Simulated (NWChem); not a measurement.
# CClCuO; SMILES [O+]#[C-]->[Cu][Cl]

Problem. Give the equilibrium geometry at PBE0/def2-SVP (NWChem) as an XYZ file, with the point group.

Solution. point group C*v; any orientation.
```
4

Cu     0.0000     0.0006     0.0000
Cl     0.0000    -2.0851     0.0000
O      0.0000     2.9429     0.0000
C      0.0000     1.8131     0.0000
```
